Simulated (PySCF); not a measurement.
# Polarisability and C₆ of Cl²⁺ (chlorine, charge +2)

[Ne] 3s2 3p3, high-spin 4S determinant. Computed with PySCF 2.14 in def2-TZVPPD (6s6p4d1f, 51 functions), with no relativity, point nucleus. Coupled (time-dependent) response in atomic units; α is the mean over directions.

```tsv
method	mean α (bohr³)	C₆ (like pair)	S(−4)
UHF	5.954	21.19	11.43
PBE	5.859	20.89	10.13
PBE0	5.848	20.82	10.20
PBEsol	5.870	20.93	10.20
```

S(−4) is the Cauchy moment in α(ω) = α(0) + S(−4) ω² + …

α(iu) at UHF:

```tsv
u (hartree)	α(iu) (bohr³)
0	5.954
0.0500	5.925
0.100	5.843
0.200	5.544
0.300	5.128
0.500	4.187
0.750	3.127
1.00	2.333
1.50	1.381
2.00	0.8994
3.00	0.4725
5.00	0.2096
```

A single London oscillator, α(iu) = α/(1 + u²/ω²), gives C₆ = (3/4) ω α². Matching the computed C₆ needs ω = 4 × 21.19 / (3 × 5.954²) = 0.797 hartree.

For an ion, C₆ is the dispersion term alone; charge-induced terms of lower order in 1/R come first.
